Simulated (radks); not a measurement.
Effect of the nuclear size on the calcium ion Ca+, [Ar] 4s1. Calculated with a radial shooting solver on a logarithmic mesh with Libxc functionals: Dirac Kohn-Sham, PBE, spin-unpolarised, spherical densities, finite nucleus; Fermi nuclear charge, rms radius 3.4776 fm. The rms radius is varied about that value; shifts are against it.

| rms radius (fm) | total energy shift (eV) | density at nucleus (e/bohr^3) | 1s1/2 shift (meV) | 2s1/2 shift (meV) | 2p1/2 shift (meV) |
|---|---|---|---|---|---|
| 2.9351 | -0.00870 | 6191 | -3.67 | -0.290 | 0.045 |
| 3.2689 | -0.00352 | 6174 | -1.48 | -0.117 | 0.018 |
| 3.4776 | 0 | 6164 | 0.000 | 0.000 | 0.000 |
| 3.7349 | 0.00463 | 6153 | 1.95 | 0.154 | -0.024 |
| 4.0862 | 0.0115 | 6138 | 4.83 | 0.382 | -0.059 |

Slopes of the eigenvalues against <r^2> in GHz/fm^2, as finite differences over the two radii next to the reference (eigenvalue slopes, not the field-shift constants of lines): 1s1/2 254, 2s1/2 20.1, 2p1/2 -3.13.
